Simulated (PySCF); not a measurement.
**Two-component Hartree-Fock for Rh²⁺ (rhodium, charge +2)**

Start: [Kr] 4d7; 4d3/2 filled at m_j = +1/2, +3/2; 4d5/2 filled at m_j = -3/2, -1/2, +1/2, +3/2, +5/2. Calculated with PySCF 2.14 in x2c-SVPall-2c with one added diffuse shell each of s, p, d type (7s9p7d1f, 76 functions): generalised Hartree-Fock with the X2C-1e Hamiltonian and a Gaussian nucleus; one run each with spin-orbit coupling (SO) switched off, then screened by Boettger's factors. This is a chosen level, not necessarily the ground level.

```csv
spinor shell,electrons,"ε, spin-free (eV)","ε, screened SO (eV)",weight of nominal j (screened SO),"rms radius, screened SO (bohr)"
1s1/2,2,-23359.6,-23358.0,1.000,0.0375
2s1/2,2,-3485.4,-3484.9,1.000,0.154
2p1/2,2,-3119.9,-3220.1,1.000,0.134
2p3/2,4,-3119.9,-3073.2,1.000,0.138
3s1/2,2,-675.19,-675.03,1.000,0.415
3p1/2,2,-551.69,-569.54,1.000,0.411
3p3/2,4,-551.69,-543.25,1.000,0.422
3d3/2,4,-354.36,-357.55,0.992,0.401
4s1/2,2,-122.04,-121.98,1.000,1.05
4p1/2,2,-84.428,-89.444,0.832,1.14
4p3/2,4,-84.428,-81.947,0.916,1.16
4d5/2,5,-32.742,-33.487,0.539,1.55
4d3/2,2,-32.742,-30.896,0.628,1.59
```

(1) Where does 3d5/2 lie, and what is the 3d spin-orbit splitting (screened SO)?

| quantity | spin-free | screened SO |
| --- | --- | --- |
| E (hartree) | -4779.56681 | -4780.29511 |
| M_J | 9/2 | 9/2 |
| ⟨J²⟩ | 24.757 | 24.758 |
| ⟨L²⟩ | 12.005 | 12.160 |
| ⟨S²⟩ | 3.752 | 3.709 |

Each row is a mean over spinors that exchange with the open shell spreads, by up to 8.821 eV (4p3/2).

Rows whose weight is well below 1 are mixtures of j = l ± 1/2: exchange outweighs spin-orbit coupling there, and the label is only the starting occupation.

Breit and QED terms are absent; they matter most for the inner s and p1/2 levels.

Densities and radii are taken from the X2C orbitals without a picture-change correction, which distorts them close to the nucleus.

Without spin-orbit coupling the j labels of p, d and f shells carry no meaning; the spin-free column gives the mean over the occupied spinors of each nl shell.

Results:

(1) At -352.03 eV, 5.518 eV above 3d3/2.
